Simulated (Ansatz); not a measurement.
Z-matrix (Å, degrees):
```
Si
Cl 1 2.052
O 1 1.628 2 110.2
H 1 1.480 2 107.2 3 121.2
H 1 1.476 2 107.6 3 -117.5
B 3 1.378 1 130.9 2 84.0
N 6 1.392 3 119.0 1 -174.9
H 6 1.201 3 120.8 1 5.6
H 7 1.003 6 122.6 3 -179.7
H 7 1.006 6 122.7 3 1.0
```

Charge 0, multiplicity 1.

Q: List the PBE0/def2-TZVPP orbital energies in eV (the Gaussian-basis code of Ansatz). (Estimate.)

A: The calculation gave: Occupied: -2767.24, -1803.94, -522.96, -391.28, -259.10, -197.37, -197.25, -197.25, -185.12, -146.10, -100.81, -100.77, -100.72, -28.45, -24.38, -23.02, -16.48, -14.66, -14.08, -13.05, -11.96, -11.79, -10.51, -10.22, -9.36, -9.21, -8.71, -8.26. Lowest empty: 0.65, 0.73, 1.01, 1.12, 1.76, 2.12, 2.64, 2.75.
